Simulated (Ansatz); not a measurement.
Mg₁₀O₁₃H₆. Total charge 0; triplet. Geometry PBE-D4/def2-SVP, that of the neutral singlet; atoms count from 1.

```xyz
29

Mg    0.501    2.371   -2.020
Mg    1.071   -2.279   -1.820
Mg   -1.411   -0.733   -1.406
Mg   -0.424    0.517    2.223
Mg    1.661   -0.098    0.160
Mg   -0.629   -1.896    1.066
Mg   -1.405    1.824   -0.229
Mg   -0.163    0.241   -3.574
Mg    1.275    2.848    0.631
Mg    2.659    0.643   -2.258
O     1.077    1.928    2.352
O    -1.290   -1.185    2.824
O     1.234   -1.019    1.876
O    -0.178    3.345   -0.483
O    -1.907    1.790    1.687
O     2.167    1.703   -0.664
O    -0.380    0.010    0.201
O    -2.324   -1.914   -0.124
O     2.465   -1.058   -1.392
O     0.313   -3.194   -0.224
O    -1.258    1.158   -2.163
O     1.381    1.389   -3.497
O    -0.348   -1.537   -2.882
H     1.847    1.654    2.878
H    -2.251   -1.161    2.969
H     1.768   -1.501    2.528
H    -2.128    2.614    2.150
H    -2.948   -2.630   -0.316
H    -0.375   -3.830   -0.496
```

Single mean-field runs in def2-TZVP are fitted with def2-universal-jkfit. At PBE0-D4/def2-TZVP a singlet of charge 0 lies 4.15 eV below the triplet at the same geometry.

Problem. Estimate the Mulliken populations from the PBE0/def2-TZVP orbitals of Ansatz.

Solution. 
```tsv
atom	charge (e)	spin (α − β)
Mg1	1.29	-0.06
Mg2	0.82	0.10
Mg3	1.28	-0.03
Mg4	1.16	-0.01
Mg5	1.70	-0.14
Mg6	1.04	-0.01
Mg7	1.10	0.02
Mg8	0.58	0.46
Mg9	0.74	0.12
Mg10	0.52	0.48
O11	-0.87	0.00
O12	-0.83	0.00
O13	-0.90	0.00
O14	-0.94	0.10
O15	-0.86	0.00
O16	-1.05	0.06
O17	-1.34	0.03
O18	-0.83	0.00
O19	-0.97	0.17
O20	-0.83	0.00
O21	-0.95	0.33
O22	-0.86	0.26
O23	-0.96	0.12
H24	0.33	0.00
H25	0.32	0.00
H26	0.33	0.00
H27	0.32	0.00
H28	0.31	0.00
H29	0.33	0.00
```
Mulliken values and Mayer orders depend strongly on the basis.

Problem. Where does the spin sit?

Solution. Summed by element: Mg 0.92, O 1.07, H 0.01, of 2 unpaired in all. Largest on single atoms: Mg10 0.48, Mg8 0.46, O21 0.33.

Problem. And the Mayer bond orders between bonded heavy atoms (over 0.3)?

Solution. Mg1–O14 0.48 (1.94 Å); Mg1–O22 0.48 (1.98 Å); Mg2–O19 0.69 (1.90 Å); Mg2–O20 0.51 (1.99 Å); Mg2–O23 0.69 (1.92 Å); Mg3–O18 0.52 (1.97 Å); Mg3–O23 0.42 (1.99 Å); Mg4–O12 0.43 (2.00 Å); Mg4–O15 0.40 (2.03 Å); Mg4–O17 0.31 (2.08 Å); Mg5–O13 0.35 (1.99 Å); Mg5–O19 0.35 (1.99 Å); Mg6–O12 0.42 (2.01 Å); Mg6–O17 0.30 (2.11 Å); Mg6–O18 0.40 (2.07 Å); Mg6–O20 0.43 (2.06 Å); Mg7–O14 0.55 (1.97 Å); Mg7–O15 0.43 (1.98 Å); Mg7–O21 0.38 (2.05 Å); Mg8–Mg10 0.45 (3.14 Å); Mg8–O21 0.44 (2.01 Å); Mg8–O22 0.50 (1.93 Å); Mg8–O23 0.57 (1.92 Å); Mg9–O11 0.47 (1.96 Å); Mg9–O14 0.73 (1.90 Å); Mg9–O16 0.68 (1.95 Å); Mg10–O16 0.48 (1.98 Å); Mg10–O19 0.57 (1.92 Å); Mg10–O22 0.55 (1.93 Å).
